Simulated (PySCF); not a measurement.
Level of theory: PBE in PySCF with Pb def2-TZVP with ECP60, Cl def2-TZVP; scalar-relativistic core potentials, no spin–orbit coupling; density-fitted integrals.

```xyz
3
charge 0 multiplicity 1, angstrom
Pb    0.0000    0.0000   -0.3910
Cl    1.9084    0.0000    1.1955
Cl   -1.9084    0.0000    1.1955
```

PbCl₂ (singlet), along the line from Pb1 (at 0) through Cl2 (at 2.482 Å). Core electrons replaced by a potential are absent, the electrostatic potential uses the reduced nuclear charge, and values within about 0.7 Å of such atoms have no physical meaning.

Tabulate the fields along this line at -0.87, -0.74, 0.74, 0.87, 0.99, 1.12, 1.24, 1.36, 1.49, 1.61, 1.74, 1.86, 1.99, 2.11, 2.23, 2.36, 2.61, 2.73, 2.85, 2.98, 3.10, 3.23, 3.35, 3.47, 3.60, 3.72, 3.85, 3.97 Å.


| distance (Å) | electron density (e/Å³) | electron localisation function | electrostatic potential (V) |
| --- | --- | --- | --- |
| -0.87 | 1.48 | 0.447 | 30.7 |
| -0.74 | 2.97 | 0.526 | 50.1 |
| 0.74 | 2.88 | 0.497 | 50.9 |
| 0.87 | 1.4 | 0.336 | 31.6 |
| 0.99 | 0.788 | 0.236 | 20.7 |
| 1.12 | 0.556 | 0.216 | 14.3 |
| 1.24 | 0.503 | 0.301 | 10.8 |
| 1.36 | 0.562 | 0.504 | 9.55 |
| 1.49 | 0.719 | 0.703 | 10.9 |
| 1.61 | 0.984 | 0.795 | 15.6 |
| 1.74 | 1.35 | 0.791 | 25.6 |
| 1.86 | 1.75 | 0.595 | 44.5 |
| 1.99 | 2.24 | 0.15 | 79.3 |
| 2.11 | 5.45 | 0.175 | 146 |
| 2.23 | 33.7 | 0.829 | 309 |
| 2.36 | 165 | 0.583 | 1000 |
| 2.61 | 166 | 0.588 | 1000 |
| 2.73 | 33.8 | 0.828 | 308 |
| 2.85 | 5.41 | 0.168 | 146 |
| 2.98 | 2.23 | 0.161 | 78.6 |
| 3.10 | 1.68 | 0.641 | 43.6 |
| 3.23 | 1.21 | 0.834 | 24.3 |
| 3.35 | 0.797 | 0.853 | 13.4 |
| 3.47 | 0.498 | 0.83 | 7.31 |
| 3.60 | 0.303 | 0.784 | 3.84 |
| 3.72 | 0.182 | 0.718 | 1.86 |
| 3.85 | 0.109 | 0.633 | 0.741 |
| 3.97 | 0.0649 | 0.53 | 0.106 |

On a grid of 0.12 Å the density has a local minimum along the bond near 1.24 Å from Pb, at 0.50 e/Å³, where the ELF is 0.30.

No spin–orbit coupling is included, which matters more the heavier the element.
